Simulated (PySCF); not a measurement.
# One molecule, a ladder of functionals, a line

Molecule: `B/C=C(\B)C`, C$_{3}$H$_{8}$B$_{2}$.

Structure with atom numbers: `[BH2:1]/[CH:2]=[C:3](\[BH2:4])[CH3:5]` (H(Xn): hydrogen on atom n).

GIAO shieldings (ppm, equivalent atoms averaged) in PySCF 2.14 on the PBE0-D3(BJ)/def2-SVP geometry, basis pcSseg-2, gas phase, non-relativistic:

| functional | exact exchange (%) | σ(B1) | σ(B4) | σ(C2) | σ(C5) |
| --- | --- | --- | --- | --- | --- |
| BLYP | 0 | 39.6 | 87.5 | 31.7 | 144.0 |
| BP86 | 0 | 42.6 | 90.6 | 35.2 | 147.6 |
| PBE | 0 | 41.6 | 90.3 | 34.5 | 147.7 |
| PBE0 | 25 | 45.8 | 95.2 | 39.9 | 154.1 |
| mPW1PW91 | 25 | 46.0 | 94.9 | 39.5 | 153.6 |
| BHandHLYP | 50 | 48.4 | 97.3 | 42.7 | 156.3 |
| HF | 100 | 60.1 | 107.4 | 56.7 | 165.9 |

**Question.** Fit each shielding as a line in the percentage of exact exchange.

**Answer.** σ(B1) = 41.1 + 0.18 x (rms 1.1 ppm); σ(B4) = 89.7 + 0.18 x (rms 1.2 ppm); σ(C2) = 33.7 + 0.22 x (rms 1.3 ppm); σ(C5) = 147.2 + 0.19 x (rms 1.6 ppm). The functionals also differ in their semilocal parts, which the line can't hold; Hartree–Fock has no correlation at all.

**Question.** What does the line predict for B3LYP (20 %), and what does the run give?

**Answer.** σ(B1): 44.7 predicted, 42.9 computed; σ(B4): 93.3 predicted, 91.6 computed; σ(C2): 38.1 predicted, 35.9 computed; σ(C5): 151.0 predicted, 149.4 computed ppm.
